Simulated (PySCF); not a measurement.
SMILES C#C/C=C\C(C)(C)C (C₈H₁₂), GFN2-xTB optimised geometry.

```
20

C      1.89    -1.81     0.00
C      0.69    -1.73     0.00
C     -0.72    -1.73     0.00
C     -1.51    -0.66     0.00
C     -1.08     0.78     0.00
C     -0.25     1.08     1.25
C     -2.33     1.68     0.00
C     -0.25     1.08    -1.25
H      2.94    -1.85     0.00
H     -1.16    -2.73     0.00
H     -2.58    -0.83     0.00
H      0.05     2.13     1.27
H      0.64     0.46     1.27
H     -0.83     0.87     2.15
H     -2.93     1.49     0.88
H     -2.94     1.49    -0.88
H     -2.04     2.73     0.00
H      0.64     0.46    -1.27
H     -0.83     0.87    -2.15
H      0.04     2.13    -1.27
```

Density from PySCF 2.14.0 with PBE0/def2-SVP at that geometry.

Minimum of the electron density along straight lines between bonded atoms, close to the bond critical point (lines longer than 1.1 times the sum of covalent radii, or with two minima, are not listed):

| bond | length / Å | ρ at the minimum / e bohr⁻³ | ∇²ρ there / e bohr⁻⁵ | position (fraction from the first atom) |
|---|---|---|---|---|
| C1–C2 | 1.202 | ? | -1.04 | 0.48 |
| C2–C3 | 1.410 | 0.289 | -0.74 | 0.53 |
| C3–C4 | 1.333 | 0.338 | ? | 0.50 |
| C4–C5 | 1.508 | 0.254 | -0.60 | 0.52 |
| C5–C6 | 1.534 | 0.240 | -0.54 | 0.50 |
| C5–C7 | 1.532 | 0.243 | -0.55 | 0.50 |
| C5–C8 | 1.534 | 0.240 | -0.54 | 0.50 |
| C1–H9 | 1.049 | 0.294 | ? | 0.66 |
| C3–H10 | 1.084 | 0.280 | -1.05 | 0.63 |
| C4–H11 | 1.082 | 0.283 | -1.07 | 0.63 |
| C6–H12 | 1.088 | 0.276 | -1.00 | 0.62 |
| C6–H13 | 1.086 | 0.279 | -1.04 | 0.63 |
| C6–H14 | 1.088 | 0.276 | -1.01 | 0.62 |
| C7–H15 | 1.088 | 0.276 | -1.00 | 0.62 |
| C7–H16 | 1.088 | 0.276 | -1.00 | 0.62 |
| C7–H17 | 1.088 | 0.276 | -1.01 | 0.62 |
| C8–H18 | 1.086 | 0.279 | -1.04 | 0.63 |
| C8–H19 | 1.088 | 0.276 | -1.01 | 0.62 |
| C8–H20 | 1.088 | 0.276 | -1.00 | 0.62 |

Question: Some entries are withheld; supply them.

Answer: 
- C1–C2, ρ at the minimum / e bohr⁻³: 0.397
- C3–C4, ∇²ρ there / e bohr⁻⁵: -0.89
- C1–H9, ∇²ρ there / e bohr⁻⁵: -1.22
